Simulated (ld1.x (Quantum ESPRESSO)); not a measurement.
## Which change was made? (Ca, PAW)

ld1.x (Quantum ESPRESSO) 7.5 input, shortened:

```
&input
   title='Ca', zed=20., rel=1, dft='PZ', iswitch=3,
   config='[Ar] 3d0 4s1 4p0'
 /
 &inputp
   pseudotype=3, lpaw=.true., tm=.true., lloc=-1, rcloc=2.95,
   nlcc=.true., rcore=1.00,
   which_augfun='BESSEL', rmatch_augfun=1.55
 /
6
3S  1  0   2.00   0.00  1.75  1.95  0.0
4S  2  0   1.00   0.00  1.75  1.95  0.0
3P  2  1   6.00   0.00  2.10  2.40  0.0
4P  3  1   0.00   0.00  2.10  2.40  0.0
3D  3  2   0.00   0.00  3.10  3.40  0.0
3D  3  2   0.00  -0.30  3.10  3.40  0.0
 &test
   configts(1)='3s2 3p6 3d0 4s1 4p0'
 /
```

Cutoffs, loose and tight: the cutoffs (Ry, on a coarse ladder) from which the occupation-weighted sum of valence levels, in a spherical-Bessel basis at the reference potential, stays within 10 and 1 mRy of its value at 400 Ry. They do not see the model core or the augmentation charge, which bear on the density cutoff. Test errors are all-electron minus pseudo excitation energies from the reference, over the configurations 3s2 3p6 3d0 4s2 4p0; 3s2 3p6 3d0 4s0 4p0; 3s2 3p6 3d0 4s1.5 4p0; 3s2 3p5 3d0 4s2 4p0; 3s2 3p6 3d0 4s0 4p1; 3s2 3p6 3d0 4s1 4p1; 3s2 3p6 3d0.5 4s1.5 4p0 (two spin-polarised tests are not counted in the largest error); variants that change the core or the reference have their own tests. The largest error is taken over the tests solved by every variant that gives reliable tests at all, those not shown here included: 3s2 3p6 3d0 4s0 4p0; 3s2 3p6 3d0 4s1.5 4p0; 3s2 3p6 3d0 4s2 4p0.

The base gives: outcome: generated; cutoff, loose: 18 Ry; cutoff, tight: 25 Ry; bound ghosts: none; largest test error (meV): +0.5.

Question: After one change the result is: outcome: generated, overlap not positive; bound ghosts: not determined (overlap not positive); largest test error (meV): test run stopped at test 1 of 9 (negative rho). Which change was it?
A. all radii but the core radius scaled by about 0.83 (s 1.62, p 2.00, d 2.82 bohr, rcut 1.46/1.74/2.58); local potential all-electron potential smoothed inside 2.46 bohr (lloc = -1); augmentation BESSEL, radius 1.28 bohr
B. all radii but the core radius scaled by about 1.40 (s 2.72, p 3.36, d 4.74 bohr, rcut 2.44/2.94/4.32); local potential all-electron potential smoothed inside 4.12 bohr (lloc = -1); augmentation BESSEL, radius 2.16 bohr
C. all radii but the core radius scaled by about 1.28 (s 2.50, p 3.08, d 4.36 bohr, rcut 2.24/2.70/3.98); local potential all-electron potential smoothed inside 3.78 bohr (lloc = -1); augmentation BESSEL, radius 2.00 bohr

Answer: C. The others give: all radii but the core radius scaled by about 0.83 (s 1.62, p 2.00, d 2.82 bohr, rcut 1.46/1.74/2.58); local potential all-electron potential smoothed inside 2.46 bohr (lloc = -1); augmentation BESSEL, radius 1.28 bohr → outcome: generated; cutoff, loose: 21 Ry; cutoff, tight: 35 Ry; bound ghosts: none; largest test error (meV): -0.3 | all radii but the core radius scaled by about 1.40 (s 2.72, p 3.36, d 4.74 bohr, rcut 2.44/2.94/4.32); local potential all-electron potential smoothed inside 4.12 bohr (lloc = -1); augmentation BESSEL, radius 2.16 bohr → outcome: generated; cutoff, loose: 12 Ry; cutoff, tight: 15 Ry; bound ghosts: none; largest test error (meV): test run stopped at test 1 of 9 (negative rho). A file whose overlap is not positive is unfit for use, and its test errors describe a broken file.
